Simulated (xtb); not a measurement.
F3Ga, triplet, at a GFN2-xTB geometry (such geometries of metal compounds can be far from the true shape) (a higher spin typed on purpose: for a closed-shell molecule this is an excited state); GFN2-xTB (xtb).

The xtb input:
```
$ xtb mol.xyz --gfn 2 --uhf 2 --hess --json

# file mol.xyz
4

Ga    -0.22935533    -0.05016553     0.16489429
F     -1.72400498    -1.24032791    -0.08600818
F      0.69331432     1.52712243    -0.77539039
F      1.82069235    -0.11400212     0.29342934
```

The log (banner, timings and long lists left out):

```
   ID    Z sym.   atoms
    1   31 Ga     1
    2    9 F      2-4

           -------------------------------------------------
          |                Calculation Setup                |
           -------------------------------------------------

           -------------------------------------------------
          |                 G F N 2 - x T B                 |
           -------------------------------------------------

          ...................................................
          :                      SETUP                      :
          :.................................................:
          :  # basis functions                  22          :
          :  # atomic orbitals                  21          :
          :  # shells                            9          :
          :  # electrons                        24          :
          :  max. iterations                   250          :
          :  Hamiltonian                  GFN2-xTB          :
          :  restarted?                      false          :
          :  GBSA solvation                  false          :
          :  PC potential                    false          :
          :  electronic temp.          300.0000000     K    :
          :  accuracy                    1.0000000          :
          :  -> integral cutoff          0.2500000E+02      :
          :  -> integral neglect         0.1000000E-07      :
          :  -> SCF convergence          0.1000000E-05 Eh   :
          :  -> wf. convergence          0.1000000E-03 e    :
          :  Broyden damping             0.4000000          :
          :  net charge                          0          :
          :  unpaired electrons                  2          :
          ...................................................

 iter      E             dE          RMSdq      gap      omega  full diag
   1    -15.4076352 -0.154076E+02  0.190E+01    7.40       0.0  T
   2    -15.0567189  0.350916E+00  0.118E+01    7.13       1.0  T
   3    -15.1179387 -0.612198E-01  0.117E+01    5.76       1.0  T
   4    -15.2813171 -0.163378E+00  0.729E+00    6.40       1.0  T
   5    -15.3529176 -0.716005E-01  0.425E+00    6.77       1.0  T
   6    -15.3832404 -0.303228E-01  0.316E+00    6.90       1.0  T
   7    -15.4018317 -0.185913E-01  0.223E+00    7.04       1.0  T
   8    -15.4147735 -0.129417E-01  0.158E+00    7.09       1.0  T
   9    -15.4149897 -0.216280E-03  0.155E+00    7.10       1.0  T
  10    -15.4204835 -0.549378E-02  0.114E+00    7.10       1.0  T
  11    -15.4252730 -0.478943E-02  0.731E-01    7.09       1.0  T
  12    -15.4275538 -0.228086E-02  0.449E-01    7.09       1.0  T
  13    -15.4285768 -0.102303E-02  0.224E-01    7.09       1.0  T
  14    -15.4162359  0.123410E-01  0.122E+00    7.09       1.0  T
  15    -15.1209632  0.295273E+00  0.616E+00    7.06       1.0  T
  16    -15.1242486 -0.328542E-02  0.613E+00    7.06       1.0  T
  17    -15.4223385 -0.298090E+00  0.921E-01    7.09       1.0  T
  18    -15.4199558  0.238273E-02  0.112E+00    7.09       1.0  T
  19    -15.4232125 -0.325672E-02  0.854E-01    7.09       1.0  T
  20    -15.4257071 -0.249466E-02  0.624E-01    7.09       1.0  T
  21    -15.4256682  0.389028E-04  0.628E-01    7.09       1.0  T
  22    -15.4255665  0.101736E-03  0.636E-01    7.09       1.0  T
  23    -15.4247887  0.777767E-03  0.713E-01    7.09       1.0  T
  24    -15.4283832 -0.359442E-02  0.203E-01    7.08       1.0  T
  25    -15.4281335  0.249680E-03  0.268E-01    7.08       1.0  T
  26    -15.4283091 -0.175621E-03  0.222E-01    7.08       1.0  T
  27    -15.4286533 -0.344184E-03  0.778E-02    7.08       1.0  T
  28    -15.4286895 -0.362644E-04  0.374E-02    7.08       1.3  T
  29    -15.4287003 -0.107424E-04  0.682E-03    7.08       7.3  T
  30    -15.4286974  0.285840E-05  0.202E-02    7.08       2.5  T
  31    -15.4287005 -0.304869E-05  0.456E-03    7.08      11.0  T
  32    -15.4286999  0.621375E-06  0.996E-03    7.08       5.0  T
[...]
         :: total energy             -15.427694052338 Eh    ::
[...]
   9:  0.88  10:  4.46  11:  4.20  12: 14.20
 Raman intensities (Ä⁴*amu⁻¹)
   1:  0.00   2:  0.00   3:  0.00   4:  0.00   5:  0.00   6:  0.00   7:  0.00   8:  0.00
   9:  0.00  10:  0.00  11:  0.00  12:  0.00
 output can be read by thermo (or use thermo option).
 writing <g98.out> molden fake output.
 recommended (thermochemical) frequency scaling factor: 1.0
           -------------------------------------------------
          |             Thermodynamic Functions             |
           -------------------------------------------------

cs  symmetry found (for desy threshold:  0.10E+00) used in thermo

          ...................................................
          :                      SETUP                      :
          :.................................................:
          :  # frequencies                           6      :
          :  # imaginary freq.                       0      :
          :  linear?                             false      :
          :  only rotor calc.                    false      :
          :  symmetry                               cs      :
          :  rotational number                       1      :
          :  scaling factor                  1.0000000      :
          :  rotor cutoff                   50.0000000 cm⁻¹ :
          :  imag. cutoff                  -20.0000000 cm⁻¹ :
          :.................................................:

    mode    ω/cm⁻¹     T·S(HO)/kcal·mol⁻¹    T·S(FR)/kcal·mol⁻¹   T·S(vib)
   ------------------------------------------------------------------------
       1     36.14    -1.62798 ( 21.44%)    -1.15180 ( 78.56%)    -1.25388
       2     40.63    -1.55878 ( 30.36%)    -1.11720 ( 69.64%)    -1.25127
       3    112.04    -0.96398 ( 96.19%)    -0.81722 (  3.81%)    -0.95838
       4    181.67    -0.68907 ( 99.43%)    -0.67416 (  0.57%)    -0.68898
       5    255.01    -0.50557 ( 99.85%)    -0.57376 (  0.15%)    -0.50567
       6    290.31    -0.43892 ( 99.91%)    -0.53537 (  0.09%)    -0.43901
   ------------------------------------------------------------------------

   temp. (K)  partition function   enthalpy   heat capacity  entropy
                                   cal/mol     cal/K/mol   cal/K/mol   J/K/mol
 298.15  VIB   270.                 2467.829      9.707     17.097
         ROT  0.107E+06              888.752      2.981     26.003
         INT  0.290E+08             3356.582     12.688     43.100
         TR   0.138E+28             1481.254      4.968     40.406
         TOT                        4837.8355    17.6557    83.5054   349.3867

       T/K    H(0)-H(T)+PV         H(T)/Eh          T*S/Eh         G(T)/Eh
   ------------------------------------------------------------------------
    298.15    0.770958E-02    0.979593E-02    0.396761E-01   -0.298802E-01
   ------------------------------------------------------------------------

         :::::::::::::::::::::::::::::::::::::::::::::::::::::
         ::                  THERMODYNAMIC                  ::
         :::::::::::::::::::::::::::::::::::::::::::::::::::::
         :: total free energy         -15.457574245403 Eh   ::
         ::.................................................::
         :: total energy              -15.427694049979 Eh   ::
         :: zero point energy           0.002086347707 Eh   ::
         :: G(RRHO) w/o ZPVE           -0.031966543131 Eh   ::
         :: G(RRHO) contrib.           -0.029880195424 Eh   ::
         :::::::::::::::::::::::::::::::::::::::::::::::::::::

           -------------------------------------------------
          | TOTAL ENERGY              -15.427694049979 Eh   |
          | TOTAL ENTHALPY            -15.417898120709 Eh   |
          | TOTAL FREE ENERGY         -15.457574245403 Eh   |
          | GRADIENT NORM               0.000016968039 Eh/α |
          | HOMO-LUMO GAP               7.083075267589 eV   |
           -------------------------------------------------

normal termination of xtb
```
